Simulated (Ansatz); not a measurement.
Calculated with Ansatz (gas phase, PBE0-D4/def2-TZVP geometries, no zero-point term in ΔE). CCSD(T)/CBS is the MP2 limit (def2-TZVPP, def2-QZVPP) plus CCSD(T) − MP2 in def2-TZVPP, frozen cores. Functionals use def2-TZVPP. B3LYP here is the variant with VWN-RPA as its local correlation; programs differ in this. def2 core potentials past Kr. For Sn outer-core shells are correlated without core-valence functions, which leaves a few kJ/mol of doubt a bond. Each species was taken in one conformer, which may not be the lowest.

Consider the formal exchange of groups at the Sn–Cl bond: `[OH][SnH]([OH])[Cl]` + `BC(C)C` → `[BH2][SnH]([OH])[OH]` + `CC(C)Cl`.

```json
{"level": "PBE-D4", "ΔE (kJ/mol)": "147.5", "difference from CCSD(T)/CBS": "-1.1"}
{"level": "r2SCAN-D4", "ΔE (kJ/mol)": "155.7", "difference from CCSD(T)/CBS": "7.1"}
{"level": "B3LYP-D4", "ΔE (kJ/mol)": "150.1", "difference from CCSD(T)/CBS": "1.5"}
{"level": "ωB97X-V", "ΔE (kJ/mol)": "149.9", "difference from CCSD(T)/CBS": "1.3"}
{"level": "r2SCAN", "ΔE (kJ/mol)": "155.6", "difference from CCSD(T)/CBS": "7.0"}
{"level": "PBE0", "ΔE (kJ/mol)": "151.1", "difference from CCSD(T)/CBS": "2.5"}
{"level": "B3LYP", "ΔE (kJ/mol)": "149.9", "difference from CCSD(T)/CBS": "1.3"}
{"level": "MP2/def2-TZVPP", "ΔE (kJ/mol)": "149.3", "difference from CCSD(T)/CBS": "0.7"}
{"level": "SCS-MP2/def2-TZVPP", "ΔE (kJ/mol)": "146.3", "difference from CCSD(T)/CBS": "-2.3"}
{"level": "CCSD/def2-TZVPP", "ΔE (kJ/mol)": "146.1", "difference from CCSD(T)/CBS": "-2.5"}
{"level": "CCSD(T)/def2-TZVPP", "ΔE (kJ/mol)": "145.3", "difference from CCSD(T)/CBS": "-3.3"}
{"level": "HF/def2-QZVPP", "ΔE (kJ/mol)": "158.5", "difference from CCSD(T)/CBS": "9.9"}
{"level": "MP2/def2-QZVPP", "ΔE (kJ/mol)": "151.7", "difference from CCSD(T)/CBS": "3.1"}
{"level": "SCS-MP2/def2-QZVPP", "ΔE (kJ/mol)": "149.0", "difference from CCSD(T)/CBS": "0.4"}
{"level": "HF/CBS(def2)", "ΔE (kJ/mol)": "158.7", "difference from CCSD(T)/CBS": "10.1"}
{"level": "CCSD/CBS(def2)", "ΔE (kJ/mol)": "149.4", "difference from CCSD(T)/CBS": "0.8"}
{"level": "CCSD(T)/CBS", "ΔE (kJ/mol)": "148.6", "difference from CCSD(T)/CBS": "0"}
```

Largest T1 diagnostic among the species: 0.014.

In def2-TZVPP, CCSD(T) changes the Hartree–Fock value by −11.7 kJ/mol (the triples alone add −0.8 kJ/mol) and MP2 by −7.7 kJ/mol. From PBE to PBE0 (25 % exact exchange), in def2-TZVPP and without D4, ΔE moves by +3.8 kJ/mol.
